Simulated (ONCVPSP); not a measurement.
# Ga (Z = 31), ONCV: configuration errors across variants

ONCVPSP 4.0.1 input, shortened (lines: element, Z, core and valence counts, functional; n l f; lmax; l rc ep ncon nbas qcut; lloc lpopt rc5 dvloc0; l nproj debl; icmod fcfact rcfact), PBE, scalar-relativistic:

```
  Ga 31.00    3    5        4      upf
    1    0    2.00
    2    0    2.00
    2    1    6.00
    3    0    2.00
    3    1    6.00
    3    2   10.00
    4    0    2.00
    4    1    1.00
    2
    0    1.05    0.00    3    8    9.40
    1    1.05    0.00    4    8   15.90
    2    0.85    0.00    4    9   15.40
    4    5    0.65    0.00
    0    2    2.50
    1    3    2.20
    2    2    0.60
    1    0.75    0.00
```

In the d channel the program set the typed energies aside and used -0.704, 0.250 Ha.

All-electron excitation energies from the reference (eV): (1) 3s2 3p6 3d10 4s2 4p0 5.688; (2) 3s2 3p6 3d10 4s1 4p0 26.817; (3) 3s2 3p6 3d9 4s2 4p1 27.696.

1 further variants failed, have other tests or too few solved ones, and are left out.

Errors AE − PS in meV (a dash: test not solved or not reliable):

```csv
change,(1),(2),(3),bound ghosts,GHOST(+) flags above zero
base,-0.3,-1.3,+13,none,none
s: qcut 6.1; p: qcut 10.3; d: qcut 10,-0.3,-1.0,+27,none,"p, d"
s: qcut 6.8; p: qcut 11.5; d: qcut 11.1,-0.3,-1.1,+24,none,d
s: qcut 8.2; p: qcut 13.8; d: qcut 13.4,-0.3,-1.2,+17,none,s
s: qcut 8.8; p: qcut 14.9; d: qcut 14.4,-0.3,-1.3,+15,none,s
s: qcut 9.7; p: qcut 16.4; d: qcut 15.9,-0.3,-1.3,+12,none,none
s: qcut 10.9; p: qcut 18.4; d: qcut 17.8,-0.3,-1.3,+8.6,none,none
s: qcut 12; p: qcut 20.3; d: qcut 19.6,-0.8,-2.2,+8.2,none,none
```

(1) Give the same row for: s: qcut 13.6; p: qcut 23; d: qcut 22.3.

Answers

(1) -0.4, -1.5, +1.5; bound ghosts: none; GHOST(+) flags above zero: none.
